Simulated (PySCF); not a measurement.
Simulation results for AlGeH3N, AlBClGeH3, CH9AlGeSi

Computed with PySCF 2.14.0. Calculation on a computer-drawn molecule: the log of a Hartree-Fock and frozen-core CCSD(T) single point meant for a local Hartree-Fock minimum, with one planted fault or none, to be diagnosed. Offsets are logged minus clean, where the clean run is the same molecule without the fault. The reference is restricted for singlets and unrestricted otherwise, and also for a bond in bohr or an excited solution. Adding or removing an electron swaps singlet and doublet. The excited solution moves the top pair (singlet) or top alpha electron (doublet) to the lowest empty orbital. Highest occupied and lowest empty are orbital energies over both spins, largest force is the largest gradient component, triples share is (T) over the correlation energy, the T1 limit is 0.02 restricted and 0.045 unrestricted, electrons count all cores, a negative frequency is imaginary (commonest isotopes), and the dipole is about the centre of nuclear charge; on germanium a core potential holds 10 electrons, which the energies leave out, and 3d is frozen in MP2 and coupled-cluster steps.

Common to all runs: meant multiplicity 1; meant basis cc-pV(D+d)Z; meant basis and core potential on germanium cc-pVDZ-PP ECP10MDF; logged SCF converged yes; possible faults no fault, one electron removed, one electron added, multiplicity raised by two, geometry at a saddle point, SCF held on an excited solution, minimal basis STO-3G, one bond length entered in bohr, all coordinates scaled.

(1) 
```xyz
6
formula=AlGeH3N meant_charge=1 logged_electrons=54 logged_basis_functions=75 logged_spin_squared=0 logged_highest_occupied=-9.3081 logged_lowest_empty=-9.5892 logged_largest_force=0.09019 logged_CC_converged=no logged_dipole_magnitude=7.8143 logged_SCF_stable_within_its_kind=no logged_energy_HF=-590.80596 planted_fault=SCF_held_on_an_excited_solution HF_energy_offset_from_clean_run=265.5
Al    -2.0726    -0.7925    -2.1490
N     -0.8510    -0.4154    -1.0972
Ge     0.3964    -0.0297    -0.0227
H     -3.2083    -1.1434    -3.1269
H      0.7137    -0.9250     1.1557
H      1.2283     1.2207    -0.2112
```

Units: logged_highest_occupied, logged_lowest_empty in eV; logged_largest_force in hartree/bohr; logged_dipole_magnitude in debye; logged_energy_HF in hartree; HF_energy_offset_from_clean_run in kcal/mol.

Drawn bonds:
| atom | other atom | order |
| --- | --- | --- |
| 1 | 2 | 1 |
| 2 | 3 | 2 |
| 1 | 4 | 1 |
| 3 | 5 | 1 |
| 3 | 6 | 1 |

Notes: CCSD not converged.

(2) 
```xyz
6
formula=AlGeH3N meant_charge=1 logged_electrons=55 logged_basis_functions=75 logged_spin_squared=0.8624 logged_highest_occupied=-5.1049 logged_lowest_empty=1.5437 logged_largest_force=0.043676 logged_T1_diagnostic=0.03113 logged_D1_diagnostic=0.097539 logged_triples_share=0.037716 logged_CC_converged=yes logged_dipole_magnitude=3.0559 logged_SCF_stable_within_its_kind=yes logged_energy_HF=-591.39408 logged_energy_CCSD(T)=-591.75136 planted_fault=one_electron_added HF_energy_offset_from_clean_run=-103.5 CCSD(T)_energy_offset_from_clean_run=-117.8
Al    -2.0726    -0.7925    -2.1490
N     -0.8510    -0.4154    -1.0972
Ge     0.3964    -0.0297    -0.0227
H     -3.2083    -1.1434    -3.1269
H      0.7137    -0.9250     1.1557
H      1.2283     1.2207    -0.2112
```

Units: logged_highest_occupied, logged_lowest_empty in eV; logged_largest_force in hartree/bohr; logged_dipole_magnitude in debye; logged_energy_HF, logged_energy_CCSD(T) in hartree; HF_energy_offset_from_clean_run, CCSD(T)_energy_offset_from_clean_run in kcal/mol.

Drawn bonds:
| atom | other atom | order |
| --- | --- | --- |
| 1 | 2 | 1 |
| 2 | 3 | 2 |
| 1 | 4 | 1 |
| 3 | 5 | 1 |
| 3 | 6 | 1 |

(3) 
```xyz
7
formula=AlBClGeH3 meant_charge=0 logged_electrons=69 logged_basis_functions=98 logged_spin_squared=0.7915 logged_highest_occupied=-15.684 logged_lowest_empty=-6.6695 logged_largest_force=0.030259 logged_T1_diagnostic=0.02611 logged_D1_diagnostic=0.095467 logged_triples_share=0.033908 logged_CC_converged=yes logged_dipole_magnitude=4.1069 logged_SCF_stable_within_its_kind=yes logged_energy_HF=-1020.9331 logged_energy_CCSD(T)=-1021.3354 planted_fault=one_electron_removed HF_energy_offset_from_clean_run=176.6 CCSD(T)_energy_offset_from_clean_run=187.7
Al    -2.5211    -2.2810    -1.7198
B     -1.0601    -1.4378    -0.3960
Ge     0.0681    -2.3882     1.0972
Cl     1.5055    -2.8665    -0.5717
H     -4.0525    -2.2193    -1.3081
H     -2.1171    -2.9718    -3.0833
H     -0.7503    -0.2785    -0.5393
```

Units: logged_highest_occupied, logged_lowest_empty in eV; logged_largest_force in hartree/bohr; logged_dipole_magnitude in debye; logged_energy_HF, logged_energy_CCSD(T) in hartree; HF_energy_offset_from_clean_run, CCSD(T)_energy_offset_from_clean_run in kcal/mol.

Drawn bonds:
| atom | other atom | order |
| --- | --- | --- |
| 1 | 2 | 1 |
| 2 | 3 | 1 |
| 3 | 4 | 1 |
| 1 | 5 | 1 |
| 1 | 6 | 1 |
| 2 | 7 | 1 |

(4) 
```xyz
13
formula=CH9AlGeSi meant_charge=0 logged_electrons=74 logged_basis_functions=128 logged_spin_squared=0 logged_highest_occupied=-9.9815 logged_lowest_empty=1.2684 logged_largest_force=7.362e-06 logged_lowest_frequency=30.037 logged_T1_diagnostic=0.011306 logged_D1_diagnostic=0.025817 logged_triples_share=0.026493 logged_CC_converged=yes logged_dipole_magnitude=0.89774 logged_SCF_stable_within_its_kind=yes logged_energy_HF=-867.32783 logged_energy_CCSD(T)=-867.83148 planted_fault=no_fault HF_energy_offset_from_clean_run=0 CCSD(T)_energy_offset_from_clean_run=0
Al    -2.8023     0.7332     1.4672
C     -1.9653     0.1848    -0.2190
Ge     0.0015    -0.0281    -0.1429
Si     0.9191    -0.6990    -2.2650
H     -3.2844    -0.3583     2.5069
H     -2.9787     2.2694     1.8040
H     -2.3689    -0.7782    -0.5528
H     -2.1677     0.9209    -1.0056
H      0.6457     1.2994     0.2995
H      0.3642    -1.0742     0.9282
H      2.3917    -0.8497    -2.1814
H      0.3289    -1.9942    -2.6821
H      0.6005     0.3186    -3.2959
```

Units: logged_highest_occupied, logged_lowest_empty in eV; logged_largest_force in hartree/bohr; logged_lowest_frequency in cm⁻¹; logged_dipole_magnitude in debye; logged_energy_HF, logged_energy_CCSD(T) in hartree; HF_energy_offset_from_clean_run, CCSD(T)_energy_offset_from_clean_run in kcal/mol.

Drawn bonds:
| atom | other atom | order |
| --- | --- | --- |
| 1 | 2 | 1 |
| 2 | 3 | 1 |
| 3 | 4 | 1 |
| 1 | 5 | 1 |
| 1 | 6 | 1 |
| 2 | 7 | 1 |
| 2 | 8 | 1 |
| 3 | 9 | 1 |
| 3 | 10 | 1 |
| 4 | 11 | 1 |
| 4 | 12 | 1 |
| 4 | 13 | 1 |
